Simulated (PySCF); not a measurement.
A structure optimised at B3LYP-D3(BJ)/def2-SVP, used in a PySCF frequency run:

```xyz
5

B      0.3647     0.0177     0.0000
Cl    -0.4960     1.5532     0.0000
F      1.6873     0.0266     0.0000
S     -0.5686    -1.5252     0.0000
H      0.5208    -2.3295     0.0000
```
Charge 0, spin multiplicity 1.

### Question
Write its SMILES, formula and point group.

### Answer
FB(S)Cl, BClFHS, Cs

### Question
What are its rotational constants (standard atomic weights)?

### Answer
6.7493, 3.0557, 2.1034 GHz
